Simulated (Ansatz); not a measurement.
PBE exchange is replaced step by step with exact exchange (0 % is PBE, 25 % PBE0; no dispersion term), basis def2-TZVP, Ansatz. System: Mg2O2 (the lowest singlet isomer of a short search). Total charge 0; singlet. Geometry: PBE0-D4/def2-TZVP, each spin state at its own.

Geometry of the singlet:

```xyz
4

Mg    0.4462   -1.1003    0.1157
Mg   -0.4463    1.1011   -0.1144
O    -1.0936   -0.3564    0.8403
O     1.0937    0.3556   -0.8416
```

The structure comes from a short search, and lower isomers may exist.

```
exact exchange (%)  HOMO (eV)  LUMO (eV)  gap (eV)  triplet − singlet (kJ/mol)  quintet − singlet (kJ/mol)
                 0      -4.50      -3.13      1.37                        93.7                       305.1
                 5      -4.75      -2.98      1.77                        96.3                       306.9
                10      -5.01      -2.84      2.17                        99.2                       308.3
                15      -5.27      -2.69      2.57                       102.2                       308.5
                35      -6.36      -2.13      4.24                       115.3                       289.5
                50      -7.17      -1.71      5.46                       126.0                       267.1
```

Task: Fit a straight line to the column «quintet − singlet (kJ/mol)» against the share of exact exchange and predict its value at 25 %.

Result: With x = exact exchange (%) and y = quintet − singlet (kJ/mol): mean x = 19.17, mean y = 297.6; Σ(x − x̄)(y − ȳ) = -1488, Σ(x − x̄)² = 1871; slope b = -0.7953, intercept a = ȳ − b·x̄ = 312.8. The residuals of the fitted rows reach 7.7. At x = 25 the line gives 312.8 + (-0.7953 × 25) = 292.9; the run gave 301.7, 8.8 more than the line.
